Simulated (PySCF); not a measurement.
C3H3F3, SMILES F[C@H]1CC1(F)F. Atoms are numbered in the order given.

```xyz
9

F      1.6901    -0.0703    -0.8928
C      0.9574     0.2200     0.2105
C     -0.1002     1.3133     0.0835
C     -0.4848    -0.1177     0.1923
F     -0.9883    -0.7396    -0.8819
F     -1.0671    -0.5627     1.3202
H      1.5179     0.1268     1.1487
H     -0.2648     1.9779     0.9364
H     -0.1995     1.7556    -0.9126
```

The structure is a stationary point at r2SCAN-D4/def2-SVP. The structure was generated by enumeration; whether it is a known compound was not checked.

Method: PBE/pcSseg-1 (PySCF).

GIAO shieldings, no solvent; atoms listed in one row are averaged. δ = σ(ref) − σ: ¹⁹F against CFCl3 (σ = 133.6 ppm); ¹³C against TMS (σ = 182.0 ppm); ¹H against TMS (σ = 31.49 ppm), references at their B3LYP-D3(BJ)/def2-TZVP geometries, non-relativistic.

```csv
nucleus,atoms,count,δ (ppm)
¹⁹F,F6,1,-167.1
¹⁹F,F5,1,-184.4
¹⁹F,F1,1,-263.6
¹³C,C4,1,119.6
¹³C,C2,1,78.3
¹³C,C3,1,23.4
¹H,H7,1,4.89
¹H,"H8, H9",2,1.74
```
